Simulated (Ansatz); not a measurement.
All values below come from Ansatz (an electronic-structure program) with frozen-core CCSD(T)/def2-TZVPP // r2SCAN-D4/def2-SVP.

Ansatz 0.2 input:
```yaml
crystal:
  periodic: [false, false, false]
  atoms:
    - { symbol: W, position_ang: [-0.130834, -0.009397, -0.022218] }
    - { symbol: Cl, position_ang: [0.858066, 2.148594, -0.115117] }
    - { symbol: Cl, position_ang: [2.030294, -0.995544, 0.001652] }
    - { symbol: Cl, position_ang: [-0.144067, -0.103143, -2.395931] }
    - { symbol: N, position_ang: [-1.732284, 1.059819, 0.330715] }
    - { symbol: H, position_ang: [-2.675916, 0.68082, 0.392752] }
    - { symbol: H, position_ang: [-1.710096, 2.065304, 0.49899] }
    - { symbol: N, position_ang: [-1.271497, -1.584876, -0.244438] }
    - { symbol: H, position_ang: [-1.631388, -1.894736, -1.146813] }
    - { symbol: H, position_ang: [-1.594961, -2.174383, 0.520914] }
    - { symbol: N, position_ang: [-0.013423, -0.405629, 1.891345] }
    - { symbol: H, position_ang: [0.735778, -0.960156, 2.304874] }
    - { symbol: H, position_ang: [-0.698374, -0.108104, 2.58434] }
basis:
  gaussian: { orbitals: def2-TZVPP }
correlation:
  method: ccsd_t
```

Output:

```
Functional definition: HF
2170 factors; integrals over basis functions are off by at most 1.3e-3 eV
mean field evaluation 1: about -43853.0197 eV, gradient 7.4e1 eV
mean field evaluation 2: about -43853.4143 eV, gradient 7.4e1 eV
mean field evaluation 4: about -43864.3137 eV, gradient 1.1e1 eV
mean field evaluation 8: about -43864.6504 eV, gradient 1.5e0 eV
mean field evaluation 16: about -43864.6574 eV, gradient 1.9e-6 eV
mean field evaluation 32: about -43855.0242 eV, gradient 1.5e1 eV
mean field -43864.65738228 eV, -1611.9964262661 hartree, gradient 2.0e-6 eV, S^2 0.000000; 0 other end points of the search recorded, 0 dependent functions left out
18 core orbitals not correlated
reference -43864.65738228 eV, -1611.9964262661 hartree; 28, 28 occupied and 313, 313 virtual orbitals, 2170 factors
second order -48.36562190 eV of doubles, -0.00000000 eV of singles
cycle   1  -46.11138794 eV  change     2.3e0 eV  update   3.1e-1
cycle   2  -47.84213174 eV  change    -1.7e0 eV  update   2.0e-1
cycle   3  -48.34676968 eV  change   -5.0e-1 eV  update   5.9e-2
cycle   4  -48.35321993 eV  change   -6.5e-3 eV  update   3.0e-2
cycle   5  -48.33446515 eV  change    1.9e-2 eV  update   1.2e-2
cycle   6  -48.33804018 eV  change   -3.6e-3 eV  update   5.5e-3
cycle   7  -48.33872800 eV  change   -6.9e-4 eV  update   3.0e-3
cycle   8  -48.33847672 eV  change    2.5e-4 eV  update   1.5e-3
cycle   9  -48.33875210 eV  change   -2.8e-4 eV  update   8.0e-4
cycle  10  -48.33983915 eV  change   -1.1e-3 eV  update   3.2e-4
cycle  11  -48.33924143 eV  change    6.0e-4 eV  update   1.4e-4
cycle  12  -48.33895106 eV  change    2.9e-4 eV  update   7.4e-5
cycle  13  -48.33911497 eV  change   -1.6e-4 eV  update   3.1e-5
cycle  14  -48.33906220 eV  change    5.3e-5 eV  update   2.0e-5
perturbative correction -2.72416548 eV, -0.1001112348 hartree
Total energy: -43915.72060995 eV, -1613.8729652712 hartree
```

Cost: around 5 core-hours (rough).
